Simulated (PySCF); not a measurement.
Compound: C₂H₉B₃FN.
Numbering: `[BH2:1][CH2:2][N:3]([BH2:4])[CH2:5][BH:6][F:7]` (hydrogens: H8, H9 on B1; H10, H11 on C2; H12, H13 on B4; H14, H15 on C5; H16 on B6)

Torsions of this conformer, `[BH2:1][CH2:2][N:3]([BH2:4])[CH2:5][BH:6][F:7]`: B1–C2–N3–B4 -121°, C2–N3–C5–B6 -84°, N3–C5–B6–F7 150°.

The closed-shell ground state was solved at several levels (PySCF, density fitting, gas phase, non-relativistic). Isolated species at its GFN2-xTB geometry (one conformer only).

```
              level  basis functions  total energy (Eh)  HOMO (eV)  LUMO (eV)  gap (eV)  dipole (D)
CAM-B3LYP/def2-SVPD              215          -310.4456      -8.63      -0.77      7.86        1.47
        B3LYP/pcJ-1              279          -310.8438      -7.02      -2.11      4.91        1.60
```

(1) Estimate the row for PBE0/pcSseg-1, a basis of 164 functions; the other rows only guide the guess.

(2) Over all these levels, which gives the widest orbital gap and which the narrowest?

(3) How far do the dipole and the HOMO energy spread over the levels?

Answers

(1) Total energy -310.4055 Eh, HOMO -7.24 eV, LUMO -1.87 eV, gap 5.37 eV, dipole 1.61 D.

(2) CAM-B3LYP/def2-SVPD (range-separated hybrid) has the widest, 7.86 eV, and B3LYP/pcJ-1 (global hybrid, 20 % exact exchange) the narrowest, 4.91 eV. Functional and basis both differ between the two, so the spread mixes both effects.

(3) The dipole runs from 1.47 to 1.61 D (mean 1.56 D) and the HOMO from -8.63 to -7.02 eV.
